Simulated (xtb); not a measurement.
dimethylamine (C2H7N), singlet, geometry from GFN2-xTB; xtb with GFN2-xTB.

The xtb input:
```
$ xtb mol.xyz --gfn 2 --acc 30 --json

# file mol.xyz
10

C     -0.03569820    -0.19812946     1.20885066
N     -0.01154258     0.58084668    -0.01145657
C     -0.03127914    -0.24555833    -1.20023843
H      0.79495153    -0.91719079     1.28867119
H      0.00160531     0.47631350     2.06242479
H     -0.97233828    -0.75537051     1.24598034
H      0.81745163     1.16872016    -0.02150966
H      0.79960582    -0.96714418    -1.24864846
H      0.00920307     0.39476842    -2.07955436
H     -0.96781698    -0.80389660    -1.21884120
```

Problem. Write the output that xtb gives for this input, abridged.

Solution. 
```
   ID    Z sym.   atoms
    1    6 C      1, 3
    2    7 N      2
    3    1 H      4-10

           -------------------------------------------------
          |                Calculation Setup                |
           -------------------------------------------------

           -------------------------------------------------
          |                 G F N 2 - x T B                 |
           -------------------------------------------------

          ...................................................
          :                      SETUP                      :
          :.................................................:
          :  # basis functions                  19          :
          :  # atomic orbitals                  19          :
          :  # shells                           13          :
          :  # electrons                        20          :
          :  max. iterations                   250          :
          :  Hamiltonian                  GFN2-xTB          :
          :  restarted?                      false          :
          :  GBSA solvation                  false          :
          :  PC potential                    false          :
          :  electronic temp.          300.0000000     K    :
          :  accuracy                   30.0000000          :
          :  -> integral cutoff          0.2000000E+02      :
          :  -> integral neglect         0.3000000E-06      :
          :  -> SCF convergence          0.3000000E-04 Eh   :
          :  -> wf. convergence          0.3000000E-02 e    :
          :  Broyden damping             0.4000000          :
          :  net charge                          0          :
          :  unpaired electrons                  0          :
          ...................................................

 iter      E             dE          RMSdq      gap      omega  full diag
   1    -10.8741866 -0.108742E+02  0.290E+00   11.23       0.0  T
   2    -10.8931939 -0.190073E-01  0.166E+00   11.28       1.0  T
   3    -10.8938582 -0.664300E-03  0.737E-01   11.28       1.0  T
   4    -10.8939296 -0.713924E-04  0.842E-02   11.21       1.0  T
   5    -10.8939327 -0.310082E-05  0.429E-02   11.21       1.0  T
   6    -10.8939330 -0.244971E-06  0.401E-03   11.21       7.9  T
   7    -10.8939330 -0.116724E-07  0.871E-04   11.21      36.3  T

   *** convergence criteria satisfied after 7 iterations ***

         :::::::::::::::::::::::::::::::::::::::::::::::::::::
         ::                     SUMMARY                     ::
         :::::::::::::::::::::::::::::::::::::::::::::::::::::
         :: total energy             -10.754242813764 Eh    ::
         :: gradient norm              0.000036765729 Eh/a0 ::
         :: HOMO-LUMO gap             11.209941748995 eV    ::
         ::.................................................::
         :: SCC energy               -10.893932219076 Eh    ::
         :: -> isotropic ES            0.008340585821 Eh    ::
         :: -> anisotropic ES          0.004212823915 Eh    ::
         :: -> anisotropic XC          0.010516439882 Eh    ::
         :: -> dispersion             -0.003504209853 Eh    ::
         :: repulsion energy           0.139689405312 Eh    ::
         :: add. restraining           0.000000000000 Eh    ::
         :: total charge              -0.000000000000 e     ::
         :::::::::::::::::::::::::::::::::::::::::::::::::::::

           -------------------------------------------------
          |                Property Printout                |
           -------------------------------------------------

    * Orbital Energies and Occupations

         #    Occupation            Energy/Eh            Energy/eV
      -------------------------------------------------------------
         1        2.0000           -0.6293345             -17.1251
         2        2.0000           -0.6032335             -16.4148
         3        2.0000           -0.5642987             -15.3553
         4        2.0000           -0.5281819             -14.3726
         5        2.0000           -0.5038617             -13.7108
         6        2.0000           -0.5035194             -13.7015
         7        2.0000           -0.4681434             -12.7388
         8        2.0000           -0.4524759             -12.3125
         9        2.0000           -0.4462799             -12.1439
        10        2.0000           -0.3538209              -9.6280 (HOMO)
        11                          0.0581369               1.5820 (LUMO)
        12                          0.1194971               3.2517
        13                          0.1280964               3.4857
        14                          0.1514962               4.1224
        15                          0.1839102               5.0045
        16                          0.2039735               5.5504
        17                          0.2158047               5.8723
        18                          0.2596865               7.0664
        19                          0.2681121               7.2957
      -------------------------------------------------------------
                  HL-Gap            0.4119578 Eh           11.2099 eV
             Fermi-level           -0.1478420 Eh           -4.0230 eV

     #   Z          covCN         q      C6AA      α(0)
     1   6 C        3.694    -0.025    21.199     6.587
     2   7 N        2.675    -0.251    26.524     7.649
     3   6 C        3.694    -0.025    21.199     6.587
     4   1 H        0.923     0.009     2.902     2.664
     5   1 H        0.925     0.037     2.495     2.470
     6   1 H        0.924     0.039     2.463     2.454
     7   1 H        0.860     0.131     1.535     1.941
     8   1 H        0.923     0.009     2.902     2.664
     9   1 H        0.925     0.037     2.495     2.470
    10   1 H        0.924     0.039     2.463     2.454

 Mol. C6AA /au·bohr⁶  :        638.177792
 Mol. C8AA /au·bohr⁸  :      12454.155704
 Mol. α(0) /au        :         37.941019

Wiberg/Mayer (AO) data.
largest (>0.10) Wiberg bond orders for each atom

 ---------------------------------------------------------------------------
     #   Z sym  total        # sym  WBO       # sym  WBO       # sym  WBO
 ---------------------------------------------------------------------------
     1   6 C    3.988 --     2 N    1.028     5 H    0.985     6 H    0.983
                             4 H    0.975
     2   7 N    3.064 --     1 C    1.028     3 C    1.028     7 H    0.961
     3   6 C    3.988 --     2 N    1.028     9 H    0.985    10 H    0.983
                             8 H    0.975
     4   1 H    1.000 --     1 C    0.975
     5   1 H    0.999 --     1 C    0.985
     6   1 H    0.998 --     1 C    0.983
     7   1 H    0.983 --     2 N    0.961
     8   1 H    1.000 --     3 C    0.975
     9   1 H    0.999 --     3 C    0.985
    10   1 H    0.998 --     3 C    0.983
 ---------------------------------------------------------------------------

Topologies differ in total number of bonds
Writing topology from bond orders to xtbtopo.mol

molecular dipole:
                 x           y           z       tot (Debye)
 q only:        0.098      -0.052       0.001
   full:        0.408      -0.217       0.005       1.175
molecular quadrupole (traceless):
                xx          xy          yy          xz          yz          zz
 q only:       -0.381       0.921      -0.395      -0.020       0.025       0.777
  q+dip:        0.585       1.653      -0.645      -0.032       0.017       0.060
   full:        0.095       1.818      -0.708      -0.037       0.029       0.613

           -------------------------------------------------
          | TOTAL ENERGY              -10.754242813764 Eh   |
          | GRADIENT NORM               0.000036765729 Eh/α |
          | HOMO-LUMO GAP              11.209941748995 eV   |
           -------------------------------------------------

normal termination of xtb
```
